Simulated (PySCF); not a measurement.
Job for PySCF: R-B3LYP/6-31G* on H2O (SMILES O) with ghost functions, monomers drawn apart or pushed together.

```python
from pyscf import gto, scf, dft, mp
from pyscf.data.elements import chemcore

mol = gto.M(
    atom='''
    O     0.13675347    0.07344211   -0.50661807
    H    -0.67679926    0.52212721   -0.75763626
    H     0.11647602    0.04017528    0.45891257
    ghost-C   -0.32513171   -0.59536560    3.18539776
    ghost-C    0.30319469    0.57202369    3.23560144
    ghost-H   -1.40462183   -0.66420705    3.24721297
    ghost-H    0.21465187   -1.52917398    3.08434333
    ghost-H    1.38281255    0.64123194    3.17778095
    ghost-H   -0.23692705    1.50533692    3.34038624
    ''',
    basis='6-31g*',
    cart=True,
    charge=0, spin=0, verbose=3, max_memory=1800)
mf = dft.RKS(mol, xc='b3lyp')
mf.conv_tol = 1e-8
mf.max_cycle = 100
mf.kernel()
if not mf.converged:
    mf = mf.newton().run(mf.mo_coeff, mf.mo_occ)
```

Task: Predict the final total energy.

Result: -76.4092 hartree.
